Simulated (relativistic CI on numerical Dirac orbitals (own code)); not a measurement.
## Spin-allowed bands of a d8 ion in a tetrahedral site, by hand

Problem. Take Δ = 7200 cm⁻¹ and B = 800 cm⁻¹ for a d8 ion in a tetrahedral site. Calculate the three spin-allowed bands.

Working.
1. The terms of highest spin are 3F (energy 0) and 3P (15B = 12000 cm⁻¹). Here the F term splits into A2 at +1.2Δ = 8640, T2 at +0.2Δ = 1440 and T1 at −0.6Δ = -4320 cm⁻¹.
2. The two T1 states mix through the element 0.4Δ: H = [[-4320, 2880], [2880, 12000]], with roots ½(H₁₁ + H₂₂) ∓ ½√[(H₂₂ − H₁₁)² + 4H₁₂²] = ½(7680) ∓ ½(17307) = -4813 and 12493 cm⁻¹.
3. The ground term is 3T1 at -4813 cm⁻¹.
4. Bands: 3T2 6253 cm⁻¹ (1599 nm), 3A2 13453 cm⁻¹ (743 nm), 3T1(P) 17307 cm⁻¹ (578 nm).

Check. Exact diagonalisation of the whole d8 shell with these parameters gives 3T2 6253, 3A2 13453, 3T1 17307 cm⁻¹. The match is exact, since without spin-orbit coupling no other term has this spin. The ratio of the second band to the first, 2.151, depends on Δ/B = 9.0 alone, which is how a Tanabe-Sugano diagram is read.
